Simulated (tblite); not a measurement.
Compound: C6H13ClO2S.
Atom-mapped SMILES: `[CH3:1][CH2:2][C@@H:3]([CH3:4])[C@H:5]([CH3:6])[S:7](=[O:8])(=[O:9])[Cl:10]` (hydrogens: H11, H12, H13 on C1; H14, H15 on C2; H16 on C3; H17, H18, H19 on C4; H20 on C5; H21, H22, H23 on C6)

Structure optimised with GFN2-xTB, isolated species.

Give the optimised bond lengths and angles.

| bond | length (Å) | order |
| --- | --- | --- |
| C1–C2 | 1.524 | single |
| C2–C3 | 1.537 | single |
| C3–C4 | 1.527 | single |
| C3–C5 | 1.524 | single |
| C5–C6 | 1.507 | single |
| C5–S7 | 1.823 | single |
| S7=O8 | 1.428 | double |
| S7=O9 | 1.428 | double |
| S7–Cl10 | 2.045 | single |
| C1–H11, C1–H12, C1–H13 | 1.087 | single |
| C2–H14 | 1.091 | single |
| C2–H15 | 1.091 | single |
| C3–H16 | 1.096 | single |
| C4–H17, C4–H18, C4–H19 | 1.087 | single |
| C5–H20 | 1.089 | single |
| C6–H21, C6–H22, C6–H23 | 1.088 | single |

Bonds in one row agree within 0.01 Å and their mean is given. Orders are formal, as drawn. A selection of angles:
| angle | degrees |
| --- | --- |
| C1–C2–C3 | 113.9 |
| C2–C3–C4 | 110.4 |
| C2–C3–C5 | 112.0 |
| C4–C3–C5 | 111.6 |
| C3–C5–C6 | 118.0 |
| C3–C5–S7 | 106.1 |
| C6–C5–S7 | 106.1 |
| C5–S7–O8 | 113.1 |
| C5–S7–O9 | 111.3 |
| C5–S7–Cl10 | 100.3 |
| O8–S7–O9 | 118.4 |
| O8–S7–Cl10 | 105.7 |
| O9–S7–Cl10 | 106.0 |

Dihedral angles: C1–C2–C3–C4 175° (antiperiplanar); C2–C3–C5–C6 -71° (synclinal); C3–C5–S7–O8 88° (synclinal).

S7 (sulfonyl sulfur) is distorted tetrahedral (angles from 100.3° to 118.4°). The 5 C–C bonds span 1.507 Å (C5–C6, drawn single) to 1.537 Å (C2–C3, drawn single), a spread of 0.030 Å. Of the pairs four or more bonds apart, S7···H18 is among the closest relative to their van der Waals radii: 2.61 Å, 87 % of the sum of Bondi's values.

Point group: C1 (no symmetry element, even within 0.4 Å). Its GFN2-xTB frequencies are all real (lowest 29 cm⁻¹). One conformer, not necessarily the lowest. 3 starts were optimised and ended at 0.00, 1.28 and 3.36 kcal/mol (GFN2-xTB); the lowest of these is shown.

These are computed values.
